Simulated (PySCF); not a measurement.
**Spinor energies of Sc¹¹⁺ (scandium, charge +11)**

Start: [Ne]. Calculated with PySCF 2.14 in an uncontracted even-tempered set (18 s from 0.36 bohr⁻², ratio 2.6; 12 p from 0.47 bohr⁻², ratio 2.6; 6 d from 0.48 bohr⁻², ratio 2.8; 3 f from 19 bohr⁻², ratio 2.8): generalised Hartree-Fock with the X2C-1e Hamiltonian and a Gaussian nucleus; spin-orbit coupling (SO) screened by Boettger's factors.

```tsv
spinor shell	electrons	ε, screened SO (eV)	weight of nominal j (screened SO)	rms radius, screened SO (bohr)
1s1/2	2	-4819.8	1.000	0.0843
2s1/2	2	-783.99	1.000	0.365
2p1/2	2	-692.73	1.000	0.332
2p3/2	4	-687.76	1.000	0.334
```

```json
{"quantity": "E (hartree)", "screened SO": "-717.04214"}
{"quantity": "M_J", "screened SO": "0"}
{"quantity": "⟨J²⟩", "screened SO": "0.000"}
{"quantity": "⟨L²⟩", "screened SO": "0.000"}
{"quantity": "⟨S²⟩", "screened SO": "0.000"}
```
